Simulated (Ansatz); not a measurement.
Input for Ansatz (a quantum-chemistry and plane-wave program): R-CCSD(T)/def2-SVP on I2, a point of a bond scan (R = 2.695 Å). Elements past Kr take the def2 small-core potentials; no spin–orbit coupling. The run froze 18 orbitals, filled d shells among them.

Ansatz 0.2 input:
```yaml
crystal:
  periodic: [false, false, false]
  atoms:
    - {symbol: I, position_ang: [-0.00000000, -0.00000000, -1.34740410]}
    - {symbol: I, position_ang: [0.00000000, 0.00000000, 1.34740410]}
basis:
  gaussian:
    orbitals: def2-SVP
    pivot_positions_ang: [[-0.00000000, -0.00000000, -1.34740410], [0.00000000, 0.00000000, 1.34740410]]
magnetization: {spin_polarized: false}
correlation: {method: ccsd_t, electrons: outside_noble_gas}
scf: {lower_state_search: off}
output: {orbitals: {seedname: ./end}}
```

Q: Predict the final total energy.

A: -593.5341 hartree (reference determinant -593.3163, T1 diagnostic 0.008).
